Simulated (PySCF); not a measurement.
A structure optimised at PBE-D3(BJ)/def2-SVP, used in a PySCF frequency run:

```xyz
10

F      0.2105     1.4392    -1.0896
C      0.0369     0.6377     0.0000
F      0.2105     1.4392     1.0896
O     -1.2522     0.0978     0.0000
C     -1.0443    -1.3488     0.0000
Si     0.8616    -1.1251     0.0000
H     -1.5010    -1.8058    -0.9029
H     -1.5010    -1.8058     0.9029
H      1.6064    -1.5294    -1.2386
H      1.6064    -1.5294     1.2386
```
Charge 0, spin multiplicity 1.

Write its SMILES, formula and point group.

FC1(F)OC[SiH2]1, C2H4F2OSi, Cs

What are its rotational constants (standard atomic weights)?

4.2003, 2.5083, 2.2753 GHz
